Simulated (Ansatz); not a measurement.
Cartesian coordinates in Å:
```
C 0.5378 0.3408 -0.3783
Zn -0.8514 -0.5396 0.5989
F -2.1256 -1.3471 1.4952
H 1.4796 -0.1994 -0.2684
H 0.2846 0.3870 -1.4388
H 0.6750 1.3584 -0.0086
```

Total charge 0; spin multiplicity 1.

**Question.** List the CAM-B3LYP/def2-TZVPP orbital energies in eV (Ansatz). (An estimate is asked.)

**Answer.** The calculation gave: Occupied: -9452.02, -1151.11, -1014.55, -1014.55, -1014.45, -671.54, -278.74, -134.05, -90.35, -90.35, -90.18, -31.86, -21.09, -16.51, -16.40, -16.40, -16.27, -16.27, -12.87, -12.87, -12.35, -11.46, -11.46, -10.20. Lowest empty: 0.27, 0.79, 0.79, 2.17, 3.79, 3.79, 4.99, 5.30.
